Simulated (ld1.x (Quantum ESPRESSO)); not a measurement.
What the settings do to the TM semilocal potential of chromium

Base potential:

```
Element                 : chromium (Cr)
Generator               : ld1.x (Quantum ESPRESSO) 7.5
Type                    : norm-conserving Troullier–Martins (semilocal form)
Functional              : PBEsol
Relativity              : scalar-relativistic
Frozen core             : [Ar]
Valence charge          : 6
Reference configuration : 3d5 4s0 4p1
Partial waves           : 4s (bound, empty): rc 2.95 bohr; 4p (bound): rc 3.05 bohr; 3d (bound): rc 1.90 bohr
Local potential         : the d channel
Core correction         : none
```

Cutoffs, loose and tight: the cutoffs (Ry, on a coarse ladder) from which the occupation-weighted sum of valence levels, in a spherical-Bessel basis at the reference potential, stays within 10 and 1 mRy of its value at 400 Ry. They do not see the model core or the augmentation charge, which bear on the density cutoff. Test errors are all-electron minus pseudo excitation energies from the reference, over the configurations 3d5 4s1 4p0; 3d5 4s0 4p0; 3d4 4s0 4p0; 3d2 4s0 4p0; 3d5 4s0.5 4p0; 3d5.5 4s0.5 4p0; 3d4 4s1 4p1. A dash means not determined; rows that change the core or the reference have their own tests. The largest error is taken over the tests solved by every variant that gives reliable tests at all: 3d2 4s0 4p0; 3d4 4s0 4p0; 3d4 4s1 4p1; 3d5 4s0 4p0; 3d5 4s0.5 4p0; 3d5 4s1 4p0.

In the semilocal form every listed channel keeps its own potential, so the choice of the local channel does not act on these tests. It acts once the file is put into the separable form.

A semilocal file is local in each channel, so a ghost entry of none says nothing of the separable form that plane-wave codes build from it.

| change | outcome | cutoff, loose | cutoff, tight | bound ghosts | largest test error (meV) |
| --- | --- | --- | --- | --- | --- |
| base | generated | 70 Ry | 80 Ry | none | -547 |
| wave 4p (bound): rc 3.05 bohr becomes 4p (bound): rc 2.26 bohr | generated | 70 Ry | 80 Ry | none | -595 |
| core correction a·sin(br)/r model core inside 1.16 bohr | generated | 70 Ry | 80 Ry | none | -2261 |
| wave 4s (bound): rc 2.95 bohr becomes 4s (bound): rc 3.50 bohr | generated | 70 Ry | 80 Ry | none | -547 |
| functional LDA (PZ) | generated | 70 Ry | 80 Ry | none | -466 |
| form changed from semilocal to separable (Kleinman–Bylander), still TM; local potential all-electron potential smoothed inside 2.10 bohr (lloc = -1) | generated | 70 Ry | 80 Ry | none | -454 |
| local potential the s channel | generated | 70 Ry | 80 Ry | none | -546 |

Q: What comes out with this change to the base: reference 3d3 4s0 4p0?

A: outcome: generated; cutoff, loose: 70 Ry; cutoff, tight: 80 Ry; bound ghosts: none; largest test error (meV): -276.

Q: What comes out with this change to the base: wave 3d (bound): rc 1.90 bohr becomes 3d (bound): rc 2.80 bohr?

A: outcome: generated; cutoff, loose: 40 Ry; cutoff, tight: 45 Ry; bound ghosts: none; largest test error (meV): +2573.

Q: What comes out with this change to the base: all radii scaled by about 1.10 (s 3.24, p 3.34, d 2.08 bohr)?

A: outcome: generated; cutoff, loose: 60 Ry; cutoff, tight: 70 Ry; bound ghosts: none; largest test error (meV): -198.
